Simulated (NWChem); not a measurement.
# BaCl$_{2}$ cation, doublet; SMILES of the neutral closed-shell parent [Cl][Ba][Cl]

```xyz
3

Ba     0.0000     0.0000    -0.9492
Cl     0.0000     1.3363     1.5633
Cl     0.0000    -1.3363     1.5633
```
Atoms are numbered in this order, from 1.

Computed with NWChem. Spin-unrestricted. Medium grid unless said otherwise, to which SCAN and Minnesota functionals are sensitive. In the optimisation the excess spin sits in b2 (C2v, its own frame). Structure relaxed at the PBE0/def2-SVP, spin-unrestricted level. The spin multiplicity was typed, not searched, and may not be the lowest. No stability test was run on the SCF state. def2 effective core potentials on Ba; no spin-orbit coupling. Total energies of different functionals are on different scales.

| level | energy (Ha) | highest occupied level (eV) | lowest empty minus highest occupied level, either spin (eV) | <S²> |
|---|---|---|---|---|
| B3LYP/def2-SVP | -945.4755 | -11.76 | 2.86 | 0.754 |
| PBE/def2-SVP | -945.0790 | -10.75 | 1.04 | 0.752 |
| M06-L/def2-SVP | -945.4605 | -10.85 | 1.21 | 0.753 |
| r2SCAN0/def2-SVP | -945.3586 | -12.38 | 3.80 | 0.756 |
| RPBE/def2-SVP | -945.3950 | -10.73 | 1.08 | 0.752 |
| LC-BLYP (range parameter 0.33 per bohr)/def2-SVP | -944.8584 | -14.17 | 7.54 | 0.754 |
| PW91/def2-SVP | -945.4465 | -10.81 | 1.04 | 0.752 |
| HCTH/407/def2-SVP | -945.7009 | -11.03 | 1.21 | 0.753 |
| TPSS/def2-SVP | -945.5022 | -10.87 | 1.24 | 0.752 |
